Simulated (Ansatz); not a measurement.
Zr₂P₂⁺. Total charge 1; doublet. Geometry PBE-D4/def2-SVP; atoms count from 1.

```csv
atom,x (Å),y (Å),z (Å)
Zr1,0.387,-0.154,1.462
Zr2,-0.412,0.729,-1.268
P3,1.696,-0.073,-0.519
P4,-1.671,-0.502,0.326
```

In the def2 sets Zr takes a core potential; there is no spin–orbit coupling. No other spin state of charge 1 was run. The structure comes from a short search, and lower isomers may exist.

(1) Estimate the Mulliken populations from the PBE0/def2-TZVP orbitals of Ansatz.

(2) Where does the spin sit?

(3) And the Mayer bond orders between bonded heavy atoms (over 0.3)?

## Answers

(1) 
```
atom  charge (e)  spin (α − β)  d electrons
 Zr1        0.88          0.57         2.50
 Zr2        0.88          0.57         2.50
  P3       -0.38         -0.07            –
  P4       -0.38         -0.07            –
```
Mulliken values and Mayer orders depend strongly on the basis.

(2) Summed by element: Zr 1.14, P -0.14, of 1 unpaired in all. Largest on single atoms: Zr1 0.57, Zr2 0.57, P3 -0.07.

(3) Zr1–Zr2 1.22 (2.98 Å); Zr1–P3 1.56 (2.38 Å); Zr1–P4 1.56 (2.38 Å); Zr2–P3 1.56 (2.38 Å); Zr2–P4 1.56 (2.38 Å).
